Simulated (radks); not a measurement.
Values are calculated unless marked as measured or tabulated.
Species: Ti I. Configuration: [Ar] 3d4 (not the ground configuration). Code: a radial shooting solver on a logarithmic mesh with Libxc functionals. Model: Dirac Kohn-Sham, PBE, spin-unpolarised, spherical densities, finite nucleus; open shells are shared between the two j in proportion to 2j + 1; Fermi nuclear charge, rms radius 3.5921 fm. Some entries of the table are withheld. Estimate them.

| orbital | occ. | eigenvalue (hartree) | r(max) (bohr) |
|---|---|---|---|
| 1s1/2 | 2 | -178.7321 | 0.04555 |
| 2s1/2 | 2 | -19.52788 | 0.2689 |
| 2p1/2 | 2 | -16.26716 | 0.2180 |
| 2p3/2 | 4 | -16.05481 | 0.2202 |
| 3s1/2 | 2 | -2.12365 | 0.8724 |
| 3p1/2 | 2 | -1.27465 | 0.9032 |
| 3p3/2 | 4 | -1.25126 | 0.9098 |
| 3d3/2 | 1.6 | (1) | (2) |
| 3d5/2 | 2.4 | (3) | (4) |

Answer. 
(1) 3d3/2 eigenvalue (hartree): -0.03835
(2) 3d3/2 r(max) (bohr): 1.039
(3) 3d5/2 eigenvalue (hartree): -0.03722
(4) 3d5/2 r(max) (bohr): 1.043
